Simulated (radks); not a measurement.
Values are calculated unless marked as measured or tabulated.
The mean radii <r> (bohr) of the occupied orbitals of an atom or ion are listed with their occupations. Level of theory: Dirac Kohn-Sham, LDA (Slater exchange, Perdew-Wang correlation), spin-unpolarised, spherical densities, finite nucleus; Fermi nuclear charge, rms radius of each element as measured or else 0.836 A^(1/3) + 0.57 fm (a radial shooting solver on a logarithmic mesh with Libxc functionals).

| orbital | occ. | <r> |
|---|---|---|
| 1s1/2 | 1 | 0.01671 |
| 7s1/2 | 1 | 0.8961 |

Name the element and its charge. Open shells, if any, fill j = l - 1/2 first.

Answer. Z = 79, gold, charge +77: Au77+ in 1s1 7s1. The 1s radius gives Z: for a bare nucleus <r> = (2 gamma + 1)/(2Z) with gamma = sqrt(1 - (Z/c)^2), 0.01667 bohr for Z = 79, and screening makes it slightly larger (0.01671 here). The occupations add up to 2, and the charge is Z minus that.
